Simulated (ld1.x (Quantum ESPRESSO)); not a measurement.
## PBE PAW dataset for C (Z = 6), scalar-relativistic all-electron reference.

carbon (C), PAW, made with ld1.x (Quantum ESPRESSO) 7.5 (PBE, scalar-relativistic). Core [He], reference 2s2 2p1.75 (charge +0.25). Waves: 2s (bound): rcut 0.85, rcutus 1.00 bohr; 2s channel at 1.95 Ry: rcut 0.85, rcutus 1.00 bohr; 2p (bound): rcut 1.40, rcutus 1.95 bohr; 2p channel at 2.05 Ry: rcut 1.40, rcutus 1.95 bohr. Local part: all-electron potential smoothed inside 1.20 bohr (lloc = -1). Core correction: Bessel-smoothed model core inside 0.50 bohr. Augmentation charge: PSQ, inside the norm-conserving radii.

Calculated quality:

```
Cutoffs needed                            : 30 Ry and 40 Ry (the cutoffs (Ry, on a coarse ladder) from which the occupation-weighted sum of valence levels, in a spherical-Bessel basis at the reference potential, stays within 10 and 1 mRy of its value at 400 Ry)
Ghost test                                : no extra level below or beside the all-electron valence levels (s, p, d, f tested) (spherical-Bessel basis up to 400 Ry, 20 bohr box)
Largest excitation error                  : +2.6 meV (all-electron minus pseudo) for 2s1 2p2, out of 7 test configurations
Lowest eigenvalue of the overlap operator : 0.25 (p channel)
Density cutoff estimated by the generator : 250 Ry
```

Generation and tests took about 1.1 s on one core of a shared server CPU.
